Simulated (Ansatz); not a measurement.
**Question.** Name a neutral molecule of Cl, F, Ge, Sn and H with size of the dipole moment (B3LYP/def2-TZVPP) between 3.75 and 4.05 D and LUMO energy (B3LYP/def2-TZVPP) between -1.75 and -1.45 eV (Ansatz, PBE0-D4/def2-TZVP geometry).

**Answer.** `[F][SnH]([Cl])[GeH3]` (3.76 D, -1.61 eV). Other molecules can fit too; these were computed, each in one conformer that needn't be the lowest.

B3LYP here is the variant with VWN-RPA as its local correlation; programs differ in this.
